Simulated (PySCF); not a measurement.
C5H8O, SMILES O1CC=CCC1.

Geometry: PBE-D3(BJ)/def2-SVP. The values are those of a single conformer.

Calculation: PBE-D3(BJ)/def2-SVP run with PySCF 2.14.0.

Frequencies are harmonic and unscaled.

Q: Give all harmonic wavenumbers and intensities. (The exact figures need the calculation; the answer reports its results.)

A: 
| mode | ν (cm⁻¹) | IR (km/mol) | moving atoms (share of kinetic energy) |
|---|---|---|---|
| 1 | 174 | 2.1 | H 51 %, C 41 %, O 8 % |
| 2 | 295 | 4.4 | H 36 %, C 35 %, O 29 % |
| 3 | 381 | 1.1 | H 51 %, C 47 % |
| 4 | 476 | 3.2 | C 45 %, O 38 %, H 17 % |
| 5 | 520 | 0.8 | C 70 %, H 22 % |
| 6 | 632 | 26.5 | H 81 %, C 19 % |
| 7 | 756 | 8.1 | H 49 %, C 45 % |
| 8 | 842 | 8.4 | C 59 %, H 21 %, O 20 % |
| 9 | 890 | 10.2 | C 54 %, H 39 % |
| 10 | 913 | 6.4 | C 63 %, H 31 % |
| 11 | 951 | 3.5 | H 82 %, C 17 % |
| 12 | 962 | 11.3 | C 54 %, H 43 % |
| 13 | 990 | 3.6 | C 53 %, H 46 % |
| 14 | 1022 | 7.8 | H 52 %, C 42 % |
| 15 | 1050 | 0.1 | C 51 %, H 48 % |
| 16 | 1094 | 52.2 | H 55 %, C 25 %, O 19 % |
| 17 | 1172 | 38.3 | H 60 %, C 25 %, O 15 % |
| 18 | 1179 | 8.6 | H 77 %, C 18 % |
| 19 | 1208 | 19.1 | H 81 %, C 12 % |
| 20 | 1267 | 4.6 | H 78 %, C 13 %, O 8 % |
| 21 | 1298 | 2.3 | H 77 %, C 19 % |
| 22 | 1318 | 4.0 | H 64 %, C 34 % |
| 23 | 1357 | 10.0 | H 61 %, C 38 % |
| 24 | 1364 | 1.6 | H 62 %, C 37 % |
| 25 | 1385 | 5.9 | H 90 %, C 10 % |
| 26 | 1403 | 5.4 | H 91 % |
| 27 | 1423 | 3.3 | H 90 %, C 9 % |
| 28 | 1681 | 1.8 | C 93 % |
| 29 | 2842 | 72.7 | H 93 % |
| 30 | 2892 | 67.1 | H 93 % |
| 31 | 2954 | 24.2 | H 94 % |
| 32 | 2990 | 25.3 | H 92 %, C 8 % |
| 33 | 3001 | 19.0 | H 91 %, C 9 % |
| 34 | 3035 | 32.9 | H 91 %, C 9 % |
| 35 | 3090 | 5.1 | H 92 % |
| 36 | 3110 | 19.4 | H 91 %, C 9 % |
